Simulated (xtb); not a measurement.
xtb input (GFN1-xTB):

```bash
xtb mol.xyz --gfn 1 --sp --chrg -1 --uhf 0
```
mol.xyz:
```
10

Si    -0.05336726    -0.11671384    -0.11435176
O     -0.67253487    -1.05810762    -1.18691409
O      1.60677682    -0.22321811     0.26032827
N     -0.18314841     1.59848678    -0.58486593
N     -0.69617012    -0.28621261     1.53836448
H      2.10149417     0.27199975    -0.39799187
H     -0.95176525     1.73479944    -1.22894202
H     -0.30785432     2.23159568     0.19610460
H     -1.43110342    -0.98175939     1.56680681
H      0.01766469    -0.55795490     2.20314382
```

Output:

```
           -------------------------------------------------
          |                Calculation Setup                |
           -------------------------------------------------

           -------------------------------------------------
          |                 G F N 1 - x T B                 |
           -------------------------------------------------

        Reference                      10.1021/acs.jctc.7b00118
      * Hamiltonian:
        H0-scaling (s, p, d)           1.850000    2.250000    2.000000
        zeta-weighting                 0.000000
      * Dispersion:
        s8                             2.400000
        a1                             0.630000
        a2                             5.000000
        s9                             0.000000
      * Repulsion:
        kExp                           1.500000
        rExp                           1.000000
      * Coulomb:
        alpha                          2.000000
        third order                    atomic
        anisotropic                    false
      * Halogen bond correction:
        rad-scale                      1.300000
        damping                        0.440000

          ...................................................
          :                      SETUP                      :
          :.................................................:
          :  # basis functions                  36          :
          :  # atomic orbitals                  35          :
          :  # shells                           21          :
          :  # electrons                        32          :
          :  # halogen bonds                     0          :
          :  max. iterations                   250          :
          :  Hamiltonian                  GFN1-xTB          :
          :  restarted?                      false          :
          :  GBSA solvation                  false          :
          :  PC potential                    false          :
          :  electronic temp.          300.0000000     K    :
          :  accuracy                    1.0000000          :
          :  -> integral cutoff          0.2500000E+02      :
          :  -> integral neglect         0.1000000E-07      :
          :  -> SCF convergence          0.1000000E-05 Eh   :
          :  -> wf. convergence          0.2000000E-04 e    :
          :  Broyden damping             0.4000000          :
          :  net charge                         -1          :
          :  unpaired electrons                  0          :
          ...................................................

 iter      E             dE          RMSdq      gap      omega  full diag
   1    -20.8707699 -0.208708E+02  0.760E+00    6.83       0.0  T
   2    -20.9086122 -0.378423E-01  0.462E+00    7.13       1.0  T
   3    -20.8795204  0.290919E-01  0.198E+00    7.05       1.0  T
   4    -20.9193883 -0.398679E-01  0.299E-01    7.10       1.0  T
   5    -20.9207999 -0.141164E-02  0.431E-02    7.09       1.0  T
   6    -20.9208089 -0.901671E-05  0.125E-02    7.10       2.5  T
   7    -20.9208103 -0.138783E-05  0.211E-03    7.11      15.0  T
   8    -20.9208104 -0.391377E-07  0.360E-04    7.11      87.7  T
   9    -20.9208104 -0.224721E-08  0.107E-04    7.11     295.3  T
  10    -20.9208104 -0.472369E-10  0.441E-05    7.11     716.6  T

   *** convergence criteria satisfied after 10 iterations ***

         #    Occupation            Energy/Eh            Energy/eV
      -------------------------------------------------------------
         1        2.0000           -0.5294074             -14.4059
       ...           ...                  ...                  ...
        10        2.0000           -0.2771171              -7.5407
        11        2.0000           -0.2597508              -7.0682
        12        2.0000           -0.2433301              -6.6213
        13        2.0000           -0.2332049              -6.3458
        14        2.0000           -0.2310160              -6.2863
        15        2.0000           -0.1867104              -5.0806
        16        2.0000           -0.1776832              -4.8350 (HOMO)
        17                          0.0834481               2.2707 (LUMO)
        18                          0.0901053               2.4519
        19                          0.0948576               2.5812
        20                          0.1406646               3.8277
        21                          0.1537205               4.1829
       ...                                ...                  ...
        35                          1.6067892              43.7230
      -------------------------------------------------------------
                  HL-Gap            0.2611313 Eh            7.1057 eV
             Fermi-level           -0.0471176 Eh           -1.2821 eV

 SCC (total)                   0 d,  0 h,  0 min,  0.008 sec
 SCC setup                      ...        0 min,  0.000 sec (  0.888%)
 Dispersion                     ...        0 min,  0.000 sec (  0.380%)
 classical contributions        ...        0 min,  0.000 sec (  0.172%)
 integral evaluation            ...        0 min,  0.002 sec ( 25.200%)
 iterations                     ...        0 min,  0.002 sec ( 26.832%)
 molecular gradient             ...        0 min,  0.003 sec ( 45.183%)
 printout                       ...        0 min,  0.000 sec (  1.141%)

         :::::::::::::::::::::::::::::::::::::::::::::::::::::
         ::                     SUMMARY                     ::
         :::::::::::::::::::::::::::::::::::::::::::::::::::::
         :: total energy             -20.774451532737 Eh    ::
         :: gradient norm              0.032224177975 Eh/a0 ::
         :: HOMO-LUMO gap              7.105745403015 eV    ::
         ::.................................................::
         :: SCC energy               -20.920810354079 Eh    ::
         :: -> electrostatic           0.287259123757 Eh    ::
         :: repulsion energy           0.149448451646 Eh    ::
         :: dispersion energy         -0.003089630304 Eh    ::
         :: halogen bond corr.         0.000000000000 Eh    ::
         :: add. restraining           0.000000000000 Eh    ::
         :: total charge              -1.000000000000 e     ::
         :::::::::::::::::::::::::::::::::::::::::::::::::::::

           -------------------------------------------------
          |                Property Printout                |
           -------------------------------------------------

    * Orbital Energies and Occupations

         #    Occupation            Energy/Eh            Energy/eV
      -------------------------------------------------------------
         1        2.0000           -0.5294074             -14.4059
       ...           ...                  ...                  ...
         4        2.0000           -0.4550070             -12.3814
         5        2.0000           -0.3787333             -10.3059
         6        2.0000           -0.3295366              -8.9671
         7        2.0000           -0.3262405              -8.8775
         8        2.0000           -0.3186768              -8.6716
         9        2.0000           -0.2999928              -8.1632
        10        2.0000           -0.2771171              -7.5407
        11        2.0000           -0.2597508              -7.0682
        12        2.0000           -0.2433301              -6.6213
        13        2.0000           -0.2332049              -6.3458
        14        2.0000           -0.2310160              -6.2863
        15        2.0000           -0.1867104              -5.0806
        16        2.0000           -0.1776832              -4.8350 (HOMO)
        17                          0.0834481               2.2707 (LUMO)
Note: The following floating-point exceptions are signalling: IEEE_DENORMAL
normal termination of xtb
        18                          0.0901053               2.4519
        19                          0.0948576               2.5812
        20                          0.1406646               3.8277
        21                          0.1537205               4.1829
        22                          0.2002329               5.4486
        23                          0.2269797               6.1764
        24                          0.2667892               7.2597
        25                          0.3772705              10.2661
        26                          0.4823725              13.1260
        27                          0.4910158              13.3612
       ...                                ...                  ...
        35                          1.6067892              43.7230
      -------------------------------------------------------------
                  HL-Gap            0.2611313 Eh            7.1057 eV
             Fermi-level           -0.0471176 Eh           -1.2821 eV

  Mulliken/CM5 charges         n(s)   n(p)   n(d)
     1Si    0.44096  0.46093   0.819  1.588  1.152
     2O    -0.63821 -0.64290   1.693  4.945  0.000
     3O    -0.59508 -0.76546   1.675  4.920  0.000
     4N    -0.55503 -0.95927   1.450  4.105  0.000
     5N    -0.55307 -0.95642   1.448  4.105  0.000
     6H     0.29880  0.48313   0.701  0.000  0.000
     7H     0.15159  0.34628   0.848  0.000  0.000
     8H     0.14481  0.33849   0.855  0.000  0.000
     9H     0.14947  0.34386   0.851  0.000  0.000
    10H     0.15575  0.35136   0.844  0.000  0.000

Wiberg/Mayer (AO) data.
largest (>0.10) Wiberg bond orders for each atom

 ---------------------------------------------------------------------------
     #   Z sym  total        # sym  WBO       # sym  WBO       # sym  WBO
 ---------------------------------------------------------------------------
     1  14 Si   5.294 --     2 O    1.978     3 O    1.103     5 N    1.055
                             4 N    1.047
     2   8 O    2.103 --     1 Si   1.978
     3   8 O    2.066 --     1 Si   1.103     6 H    0.882
     4   7 N    3.042 --     1 Si   1.047     8 H    0.954     7 H    0.953
     5   7 N    3.041 --     1 Si   1.055     9 H    0.954    10 H    0.949
     6   1 H    0.932 --     3 O    0.882
     7   1 H    0.993 --     4 N    0.953
     8   1 H    0.992 --     4 N    0.954
     9   1 H    0.993 --     5 N    0.954
    10   1 H    0.988 --     5 N    0.949
 ---------------------------------------------------------------------------

Topologies differ in total number of bonds
Writing topology from bond orders to xtbtopo.mol

 dipole moment from electron density (au)
     X       Y       Z
   0.4076   1.2698   1.0934  total (Debye):    4.383

           -------------------------------------------------
          | TOTAL ENERGY              -20.774451532737 Eh   |
          | GRADIENT NORM               0.032224177975 Eh/α |
          | HOMO-LUMO GAP               7.105745403015 eV   |
           -------------------------------------------------

------------------------------------------------------------------------
------------------------------------------------------------------------
 total:
 SCF:
```

It need not be the lowest isomer of its formula. Whether it binds its extra electron was not tested at this geometry.
